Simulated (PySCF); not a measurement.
Cartesian coordinates in Å; atom numbers follow the order of the lines, from 1:
```xyz
15

C    -1.0873    1.4996    0.5478
B    -0.6633    0.0841    0.0357
C    -1.2481   -1.2267    0.6580
Si    0.7858   -0.0800   -1.3815
B     2.4391   -0.2939   -0.2288
F     3.0872    0.7418    0.2777
F     2.8677   -1.4849    0.1520
H    -1.0839    2.2916   -0.2157
H    -0.2922    1.7812    1.2700
H    -2.0359    1.5160    1.1074
H    -0.5968   -2.1120    0.6040
H    -1.6334   -1.1035    1.6830
H    -2.1278   -1.4592    0.0223
H     0.6398   -1.3072   -2.2284
H     0.9338    1.1209   -2.2634
```

Geometry: PBE0-D3(BJ)/def2-SVP; GIAO absolute shieldings from PySCF 2.14.0 with density-fitted response routines, gas phase, non-relativistic, averaged over equivalent atoms.

At PBE0/pcSseg-1 (166 basis functions, 37 s wall time on 1 thread of an Arm Neoverse N1, shared host):
```csv
atoms,σ (ppm)
C1/C3,160.0
B2,-6.3
B5,67.5
Si4,458.9
F6/F7,186.5
H14/H15,27.85
H8/H9/H10/H11/H12/H13,29.76
```

Problem. Estimate the result of repeating the calculation with KT3/pcSseg-1.

Solution. 
```tsv
atoms	σ at KT3/pcSseg-1	change
C1/C3	159.4	-0.6
B2	3.3	+9.6
B5	71.9	+4.4
Si4	471.8	+12.9
F6/F7	181.0	-5.5
H14/H15	28.06	+0.21
H8/H9/H10/H11/H12/H13	29.86	+0.10
```

The largest change is at Si4 (silicon bonded to 2 B, 2 H). Cost: 166 basis functions, 46 s wall time on 1 thread of an Arm Neoverse N1, shared host.

A carbon bonded to boron is broadened by the quadrupolar boron nucleus and is often missing from a measured spectrum.
